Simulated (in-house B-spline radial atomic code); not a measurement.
A fraction x of an electron is added to 5d in La, starting from [Xe] 5d1 6s2 and keeping the highest spin. Level of theory: scalar-relativistic (X2C) r2SCAN0, spin-polarised, spherical fractional occupations, Fermi nucleus of rms radius 4.855 fm; calculated with an all-electron radial atomic-structure program (B-spline basis).

Caution: exact exchange at fractional occupations of open shells leaves self-interaction of up to several eV.

```
  x  E(x) - E(0) (eV)  5d up level (eV)
  0            0.0000            -2.801
0.1           -0.2539            -2.281
0.2           -0.4567            -1.778
0.3                 ?                 ?
0.4                 ?                 ?
0.5           -0.7765            -0.386
```

Task: What belongs in the row x = 0.3?

Result: An energy change of -0.6101 eV; 5d up at -1.293 eV.

Task: What belongs in the row x = 0.4?

Result: An energy change of -0.7160 eV; 5d up at -0.828 eV.

Task: Check Janak's theorem between x = 0.1 and 0.2.

Result: The slope of the energy is -2.03 eV; the orbital levels give -2.03 eV (ε of the filling orbital, averaged over the two points).
